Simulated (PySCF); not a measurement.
Mapped SMILES: `[OH:1][CH2:2][CH2:3][C:4]1=[C:5]([CH:6]([Cl:7])[Cl:8])[SiH2:9][SiH2:10]1`; H(Xn) means a hydrogen on atom n.

PySCF 2.14 calculation with σ from GIAO-PBE0/pcSseg-1 and GFN2-xTB structure; rapidly exchanging positions averaged, no solvent, single conformer, non-relativistic Hamiltonian.

δ = σ(ref) − σ, references computed at the same level: TMS for $^{13}$C (σ = 186.93 ppm).

Do the $^{13}$C shifts follow the atomic charges (in e)? Tabulate both.

Answers


| atoms | hybridisation | δ (ppm) | σ para (ppm) | Hirshfeld | IAO | Mulliken | ESP-fitted |
| --- | --- | --- | --- | --- | --- | --- | --- |
| C4 | sp2 | 183.4 | -259 | -0.07 | -0.20 | -0.40 | +0.01 |
| C5 | sp2 | 164.7 | -237 | -0.11 | -0.27 | -0.29 | +0.02 |
| C6 | sp3 | 81.3 | -138 | +0.04 | -0.09 | -0.20 | -0.56 |
| C2 | sp3 | 64.9 | -123 | +0.01 | -0.05 | +0.04 | +0.03 |
| C3 | sp3 | 37.9 | -95 | -0.08 | -0.28 | -0.13 | -0.07 |

Correlation coefficients of δ with charge over these carbons: Hirshfeld -0.45, IAO -0.30, Mulliken -0.84, ESP-fitted +0.30; with the paramagnetic shielding -1.00. With so few points, grouped by hybridisation, these coefficients are fragile. Charge is one influence among several: hybridisation and low-lying excitations act through the paramagnetic term.

Carbons that carry Cl, above all several Cl atoms, come out too deshielded, partly because spin–orbit coupling is missing. Shifts are as computed. Against solution values, carbons near 30 ppm lie about +3 ppm off and those near 130 ppm about +5 ppm; carbons on Cl a further +6 ppm. Of 1211 compounds with measured shifts, 218 miss one by over three times the rms of a fit or turn the order of signals round; such compounds aren't used in these exercises.
